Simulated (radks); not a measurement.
The numbers below are computed, except where a source is named.
Task: The table gives one normalised radial function P(r) = r R(r) of Ba10+ in [Kr] 4d10 (r in bohr). Code: a radial shooting solver on a logarithmic mesh with Libxc functionals. Model: scalar-relativistic Kohn-Sham, r2SCAN, spin-polarised, spherical densities, finite nucleus; meta-GGA in the generalised Kohn-Sham scheme; Fermi nuclear charge, rms radius 4.8378 fm.

r,P
0.002165,0.1419
0.002797,0.1723
0.003613,0.2067
0.00463,0.2428
0.005981,0.2805
0.007665,0.3134
0.009901,0.3371
0.01269,0.3405
0.01639,0.3116
0.021,0.2389
0.02713,0.1073
0.03505,-0.0804
0.04491,-0.2924
0.05801,-0.4833
0.07434,-0.5539
0.09603,-0.4151
0.1231,-0.0472
0.159,0.4586
0.2037,0.8035
0.2631,0.6985
0.3399,0.0425
0.4356,-0.8170
0.5626,-1.3961
0.721,-1.3536
0.9314,-0.8703
1.193,-0.3840
1.542,-0.1035
1.976,-0.0168
2.552,-0.0013

Which n and l does it have? It may be an empty orbital.

Result: n = 4, l = 0: the number of nodes gives n - l - 1 = 3, the rise at small r (about r^(l+1), flatter next to the nucleus through relativity) gives l, and the extent must fit the shell. The curve is that of 4s. 4s: eigenvalue -390.50 eV, 3 radial nodes at r = 0.0317, 0.126, 0.344 bohr, <r> = 0.671 bohr, 90 % of the charge inside 0.961 bohr.
